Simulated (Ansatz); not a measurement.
`BCBO` + H–F → `BCBF` + H₂O at 500 K and 1 bar (ligand exchange at a B–O bond).

Computed with Ansatz on PBE0-D4/def2-TZVP structures; ΔE is electronic, products minus reactants. CBS: MP2 limit from def2 TZ/QZ plus the TZ coupled-cluster correction, frozen cores. This one scheme is used for every species. Each species was taken in one conformer, which may not be the lowest.

| species | CCSD(T)/CBS energy (Eh) | H − E (kJ/mol) | S (J/(mol·K)) |
| --- | --- | --- | --- |
| `BCBO` | -166.46129 | 237.2 | 361.3 |
| H–F | -100.39570 | 39.4 | 188.7 |
| `BCBF` | -190.47993 | 201.6 | 355.7 |
| H₂O | -76.37941 | 73.2 | 206.3 |

H − E and S are ideal-gas, rigid-rotor, harmonic terms from PBE0-D4/def2-TZVP, for one conformer and one mirror image of each species. 1 Eh = 2625.50 kJ/mol, R = 8.31446 J/(mol·K).

Question: By hand: ΔE, ΔH, ΔS and ΔG.

Answer: ΔE = (-190.47993) + (-76.37941) − (-166.46129) − (-100.39570) = -0.00235 Eh = -6.2 kJ/mol. Δ(H − E) = 201.6 + 73.2 − 237.2 − 39.4 = -1.8, so ΔH = -8.0 kJ/mol. ΔS = 355.7 + 206.3 − 361.3 − 188.7 = 12.0 J/(mol·K). ΔG = -8.0 − 500 × (12.0)/1000 = -14.0 kJ/mol.

Question: By hand: the equilibrium constant, and the temperature at which ΔG would vanish if ΔH and ΔS stayed fixed.

Answer: log₁₀ K = −ΔG/(RT ln 10) = 1.5. ΔH and −TΔS have one sign here, so there is no such temperature.

TΔS isn't small against ΔH here. A doubt of 5 kJ/mol in ΔE shifts log₁₀ K by 0.5 here. Other conformers and mirror images would add mixing entropy, several J/(mol·K) or more a flexible species. These are equilibria of isolated gas molecules and say nothing of rates. Largest T1 diagnostic: 0.013 (customary marks: 0.02 for closed shells, 0.045 for open ones).

ΔS is within the doubt of such terms, so its sign, and with it that verdict, could turn.
